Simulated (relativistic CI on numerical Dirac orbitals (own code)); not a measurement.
Hyperfine structure of Ta69+, mass number 181

Computed by Dirac-Coulomb-Breit CI, KLI orbitals optimised for each configuration, a model potential for QED, unscaled Slater integrals (own radial code, finite nucleus).

Configurations in the expansion (outside the closed core 1s2): 2s², 2s2p, 2p², 2p3s, 2p3p, 2s3s, 2s3p, 2s3d, 2s4s, 2s4p, 2s4d, 2s4f, 3s², 3s3p, 3p². Levels of other configurations are missing.

Nuclear spin I = 7/2, μ = 2.365 μN, Q = 3.17 b (tables of Stone and Pyykkö). The electronic factors are computed for point nuclear moments, without core polarisation or the Bohr-Weisskopf and QED corrections.

```json
{"Level": "2s2p ³P°1", "E (eV)": "202.2", "A (GHz)": "10150", "B (GHz)": "-376"}
{"Level": "2s2p ³P°2", "E (eV)": "1560.1", "A (GHz)": "4270", "B (GHz)": "5230"}
{"Level": "2s2p ¹P°1", "E (eV)": "1649.9", "A (GHz)": "-3107", "B (GHz)": "2990"}
{"Level": "2p² ³P1", "E (eV)": "1824.3", "A (GHz)": "-544.3", "B (GHz)": "2610"}
{"Level": "2p² ¹D2", "E (eV)": "1842.5", "A (GHz)": "1659", "B (GHz)": "4940"}
{"Level": "2p² ³P2", "E (eV)": "3228.5", "A (GHz)": "564.4", "B (GHz)": "270"}
{"Level": "2s3s ³S1", "E (eV)": "10644.1", "A (GHz)": "9985", "B (GHz)": "-3.12"}
{"Level": "2s3p ³P°1", "E (eV)": "10723.8", "A (GHz)": "8466", "B (GHz)": "-2.58"}
```

Levels with J = 0, under 50 % of one LS term, or S terms without an open s electron are left out. Small factors come from cancelling terms and can be off by tens of per cent or more.

At this charge energies of transitions that change n are usually good to better than 1 %, and those within a shell (Δn = 0) to a few per cent.

Q: Give the hyperfine levels of 2s2p ³P°1 relative to its centre of gravity.

A: With K = F(F + 1) − I(I + 1) − J(J + 1), E = AK/2 + B[¾K(K + 1) − I(I + 1)J(J + 1)]/[2I(2I − 1)J(2J − 1)]: F = 5/2: -45860, F = 7/2: -9878, F = 9/2: 35420 GHz.

LS names give the leading component of a level, which can be under half, so a name can repeat, a term be missing and a line seem to break the LS rules.
